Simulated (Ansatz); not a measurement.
Ansatz results at the PBE0-D4/def2-TZVP geometry: HOMO–LUMO gap (PBE/def2-TZVPP) 3.03 eV; HOMO energy (ωB97M-V/def2-TZVPP) -9.20 eV; size of the dipole moment (B3LYP/def2-TZVPP) 4.36 D.

Which molecule gave them?
A. `C[C@@]12[C@H]3[C@H]4[C@H]5[C@@H]1[Hf]4532([CH3])([NH2])[F]`
B. `C[O][Zr]1234([NH2])([OH])[C@@H]5[C@H]1[C@H]2[C@@]3(F)[C@@H]54`
C. `C[N]=[Nb]1234([Cl])([Cl])[C@H]5[C@@H]1[C@@H]2[C@@H]3[C@H]54`
D. `C[O][Zr]1234([OH])([O]C)[C@@H]5[C@H]1[C@H]2[C@@]3([SiH3])[C@@H]54`

C. The others give `C[O][Zr]1234([NH2])([OH])[C@@H]5[C@H]1[C@H]2[C@@]3(F)[C@@H]54`: 4.59, -9.01, 1.45; `C[C@@]12[C@H]3[C@H]4[C@H]5[C@@H]1[Hf]4532([CH3])([NH2])[F]`: 4.57, -9.21, 2.44; `C[O][Zr]1234([OH])([O]C)[C@@H]5[C@H]1[C@H]2[C@@]3([SiH3])[C@@H]54`: 4.73, -9.19, 1.50.

B3LYP here is the variant with VWN-RPA as its local correlation; programs differ in this.
